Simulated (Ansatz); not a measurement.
Reaction (substitution at a C–C bond): `C[CH2][Al]([CH3])[F]` + `CB(C)N` → `CNB(C)C` + `[CH3][Al]([CH3])[F]`

Isolated molecules relaxed with PBE0-D4/def2-TZVP in Ansatz; ΔE leaves out vibrations. CBS: MP2 limit from def2 TZ/QZ plus the TZ coupled-cluster correction, frozen cores. DFT in def2-TZVPP. B3LYP here is the variant with VWN-RPA as its local correlation; programs differ in this. Each species was taken in one conformer, which may not be the lowest.

| level | ΔE (kJ/mol) | difference from CCSD(T)/CBS |
| --- | --- | --- |
| PBE-D4 | 15.8 | -2.1 |
| BLYP-D4 | 14.4 | -3.5 |
| PBE0-D4 | 17.1 | -0.8 |
| ωB97M-V | 18.0 | 0.1 |
| PBE-QIDH | 18.1 | 0.2 |
| PBE | 16.1 | -1.8 |
| BLYP | 15.1 | -2.8 |
| r2SCAN | 17.1 | -0.8 |
| B3LYP | 15.9 | -2.0 |
| LC-ωPBE | 17.9 | 0.0 |
| RPA@PBE/def2-TZVPP | 16.0 | -1.9 |
| MP2/def2-SVP | 16.5 | -1.4 |
| CCSD(T)/def2-SVP | 14.4 | -3.5 |
| CCSD/def2-TZVPP | 17.7 | -0.2 |
| MP2/def2-QZVPP | 19.3 | 1.4 |
| SCS-MP2/def2-QZVPP | 18.5 | 0.6 |
| CCSD(T)/CBS | 17.9 | 0 |

Largest T1 diagnostic among the species: 0.011.

At CCSD(T), def2-SVP lies −3.5 kJ/mol from the extrapolated value and def2-TZVPP −0.9 kJ/mol. Leaving LDA and LC-ωPBE aside and taking each functional with its dispersion term where it has one, the values spread over 3.7 kJ/mol, from BLYP-D4 to PBE-QIDH. LDA lies −3.9 kJ/mol from PBE without D4.
